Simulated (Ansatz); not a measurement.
Mulliken charges of FHInO, SMILES `[O][InH][F]` radical from ωB97M-V/def2-TZVPP in Ansatz (PBE0-D4/def2-TZVP geometry).

```json
{"atom": "O1", "x (Å)": "-1.800", "y (Å)": "-0.642", "z (Å)": "0.053", "charge (e)": "-0.395"}
{"atom": "In2", "x (Å)": "0.032", "y (Å)": "0.129", "z (Å)": "-0.089", "charge (e)": "0.909"}
{"atom": "F3", "x (Å)": "1.230", "y (Å)": "-1.076", "z (Å)": "0.853", "charge (e)": "-0.487"}
{"atom": "H4", "x (Å)": "0.594", "y (Å)": "1.530", "z (Å)": "-0.838", "charge (e)": "-0.027"}
```

Q: By hand: the dipole of these point charges (1 e Å = 4.8032 D).

A: Σ q r = (0.125, 0.854, -0.495) e Å, of length 0.995 e Å = 4.78 D.

Q: How does the dipole of the full density compare? (Estimate.)

A: The calculation gave: (0.075, 0.582, -0.339) e Å, 3.26 D; the point charges give 1.47 times that, at 1° from its direction.

Point charges leave out the atoms' own dipoles, such as those of lone pairs, and Mulliken's split depends on the basis, so the two needn't agree.
